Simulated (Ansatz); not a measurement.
Ansatz results at the PBE0-D4/def2-TZVP geometry: ideal-gas entropy at 298 K and 1 bar (rigid rotor, harmonic PBE0-D4/def2-TZVP) 316 J/(mol·K); HOMO–LUMO gap (PBE/def2-TZVPP) 2.17 eV; HOMO energy (PBE0/def2-TZVPP) -5.72 eV.

(1) Which molecule gave them?
A. `[OH][GeH]1[O][AlH]1`
B. `B1CN[SiH2]1`
C. `N[CH2][Al]([OH])[GaH2]`
D. `[BH]1N[SiH2][Zn]1`

## Answers

(1) D. The others give `B1CN[SiH2]1`: 304, 2.38, -6.64; `N[CH2][Al]([OH])[GaH2]`: 415, 2.12, -6.13; `[OH][GeH]1[O][AlH]1`: 325, 3.01, -6.48.
